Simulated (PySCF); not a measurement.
An excited-state job on `C#C/C=C(/C#N)C=C`.

Method: TDDFT B3LYP/def2-SVPD, vertical, gas phase, core orbitals frozen in the response (PySCF 2.14.0, density-fitted response routines). Geometry: GFN2-xTB. A driver script takes a list of jobs; this job's settings line and coordinates (Å) are shown.

Command:
```bash
OMP_NUM_THREADS=1 python probes_run.py task.json out
```

Input:
```
{"job": {"kind": "uv", "xc": "B3LYP", "basis": "def2-SVPD", "nstates": 8, "ntriplets": 3}, "charge": 0, "multiplicity": 1}
C      3.073864    -0.374888    -0.132982
C      2.079618     0.291373    -0.007529
C      0.933634     1.082193     0.139086
C     -0.330866     0.594005     0.096348
C     -1.399401     1.507806     0.260072
N     -2.255107     2.259293     0.394660
C     -0.647481    -0.809077    -0.109368
C     -1.886312    -1.289949    -0.149512
H      3.941902    -0.954031    -0.240707
H      1.102436     2.140613     0.295865
H      0.210812    -1.456958    -0.231642
H     -2.080028    -2.337200    -0.303677
H     -2.747460    -0.652693    -0.028342
```

Output:
```
coarse grid: 11768 points
cycle   1  E = -324.0275624087  dE =  1.165e+00  |g| = 5.032e-01  |ddm| = 1.930e+01
cycle   2  E = -323.8518492273  dE =  1.757e-01  |g| = 1.013e+00  |ddm| = 4.051e+00
cycle   3  E = -324.0829086470  dE = -2.311e-01  |g| = 2.027e-01  |ddm| = 1.792e+00
cycle   4  E = -324.0927907633  dE = -9.882e-03  |g| = 5.164e-02  |ddm| = 5.598e-01
cycle   5  E = -324.0932226845  dE = -4.319e-04  |g| = 3.226e-02  |ddm| = 1.430e-01
cycle   6  E = -324.0934576464  dE = -2.350e-04  |g| = 9.395e-03  |ddm| = 7.667e-02
cycle   7  E = -324.0934820379  dE = -2.439e-05  |g| = 1.241e-03  |ddm| = 2.372e-02
cycle   8  E = -324.0934823589  dE = -3.210e-07  |g| = 6.608e-04  |ddm| = 5.522e-03
final grid: 116312 points
cycle   9  E = -324.1581841825  dE = -3.718e-05  |g| = 3.957e-03  |ddm| = 2.451e-01
cycle  10  E = -324.1581831599  dE =  1.023e-06  |g| = 4.394e-03  |ddm| = 3.037e-02
cycle  11  E = -324.1581881813  dE = -5.021e-06  |g| = 1.491e-03  |ddm| = 1.487e-02
cycle  12  E = -324.1581887549  dE = -5.737e-07  |g| = 3.036e-04  |ddm| = 2.849e-03
cycle  13  E = -324.1581887704  dE = -1.548e-08  |g| = 1.590e-04  |ddm| = 7.010e-04
cycle  14  E = -324.1581887763  dE = -5.832e-09  |g| = 5.269e-05  |ddm| = 3.264e-04
cycle  15  E = -324.1581887770  dE = -7.809e-10  |g| = 9.527e-06  |ddm| = 1.467e-04
converged SCF energy = -324.1581887770

Static polarisability (au): isotropic 97.464, principal 50.644 88.609 153.138

Singlet excitations
state   eV       nm        f      main configurations
  1   4.3934    282.2   0.52997   H->L 0.95
  2   4.5118    274.8   0.00003   H-1->L 0.99
  3   5.3301    232.6   0.03099   H-2->L 0.79, H->L+1 0.19
  4   5.8357    212.5   0.00000   H-3->L 0.95
  5   5.8657    211.4   0.00000   H->L+2 0.92
  6   6.1726    200.9   0.17195   H->L+1 0.74, H-2->L 0.15
  7   6.2691    197.8   0.03142   H-4->L 0.89
  8   6.4302    192.8   0.00259   H->L+3 0.66, H->L+4 0.31

Triplet excitations (Tamm-Dancoff, eV): 2.4327 4.1648 4.2949
```

The SCF starts on a coarse grid where the log names one; the energy can jump when the final grid takes over, and dE then counts from the start density on the new grid. H and L stand for HOMO and LUMO; the number after each pair is its weight.

Q: How does the lowest singlet excitation compare with the HOMO–LUMO gap?

A: HOMO -7.04 eV and LUMO -2.74 eV give a gap of 4.30 eV; S1 at 4.39 eV lies 0.09 eV above it.

Q: Which computed singlet has the largest oscillator strength, and what do all of them sum to?

A: State 1 at 4.39 eV (282 nm), f = 0.530; the 8 states sum to 0.767.

Summary of the converged run: HOMO -7.04 eV, LUMO -2.74 eV; lowest singlet 4.39 eV; lowest triplet 2.43 eV (Tamm–Dancoff); mean polarisability 97.5 au.

Q: How long does this job take on an Arm Neoverse V1 with one thread, no GPU, shared host with 64 logical CPUs at a one-minute load of 19? And the peak memory of the process?

A: About 27 s, with 0.85 GiB resident at the peak, the Python interpreter and its libraries included.

One conformer stands for the species.
Labels such as C1 count atoms from 1, the log's own numbers from 0.
